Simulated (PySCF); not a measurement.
C₄H₇FO, SMILES F[C@H]1C[C@H]1OC. Heavy atoms are numbered as in [CH3:1][O:2][C@@H:3]1[CH2:4][C@@H:5]1[F:6]. Hydrogens are named by the atom that carries them.

The structure is a stationary point at PBE0-D3(BJ)/def2-SVP. The structure was generated by enumeration; whether it is a known compound was not checked. One conformer was computed; it need not be the lowest.

Computed with PySCF with PBE/pcSseg-1.

GIAO shieldings, no solvent; atoms alike by connectivity are averaged. δ = σ(ref) − σ: ¹³C against TMS (σ = 182.0 ppm); ¹⁷O against H2O (σ = 334.3 ppm); ¹⁹F against CFCl3 (σ = 133.6 ppm); ¹H against TMS (σ = 31.49 ppm), references at their B3LYP-D3(BJ)/def2-TZVP geometries, non-relativistic.

**Question.** Estimate the chemical shifts. (The exact figures need the calculation; the answer reports its results.)

**Answer.** 
```tsv
nucleus	atoms	count	δ (ppm)
¹³C	C5 (CH)	1	76.6
¹³C	C1 (CH3)	1	62.3
¹³C	C3 (CH)	1	61.8
¹³C	C4 (CH2)	1	14.1
¹⁷O	O2	1	36.2
¹⁹F	F6	1	-278.7
¹H	H on C5	1	4.53
¹H	H on C1	3	3.70
¹H	H on C3	1	3.05
¹H	H on C4	2	0.84
```
